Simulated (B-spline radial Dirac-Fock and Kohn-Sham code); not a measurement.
The Kα1 (K-L3) line from Sm to Re

These are calculated numbers from a radial B-spline solver; the model is Dirac-Fock energy differences between relaxed states, corrected for Breit and QED terms. Free neutral atoms. Correlation energy is missing from these numbers.

```
 Z  element  energy (eV)  wavelength (Å)
62       Sm      40116.3         0.30906
63       Eu      41540.1         0.29847
64       Gd      42993.5         0.28838
65       Tb      44479.8         0.27874
66       Dy      45995.8         0.26956
67       Ho      47544.3         0.26078
68       Er      49124.8         0.25239
69       Tm      50738.6         0.24436
70       Yb      52385.1         0.23668
71       Lu      54065.0         0.22932
72       Hf      55779.8         0.22227
73       Ta      57529.6         0.21551
74        W      59314.9         0.20903
75       Re      61136.6         0.20280
```

Task: How well does Moseley's law, √E linear in Z, describe these energies?

Result: A straight-line fit gives √(E/eV) = 3.6120·(Z − 6.60). The slope squared is 0.9589 Ry, against 0.7500 Ry for a hydrogen-like ion. The residuals, fit less computed, are Sm -79.2, Eu -44.4, Gd -13.2, Tb +11.2, Dy +32.0, Ho +46.4, Er +54.9, Tm +56.2, Yb +50.9, Lu +38.3, Hf +16.8, Ta -13.5, W -53.2, Re -103.3 eV.
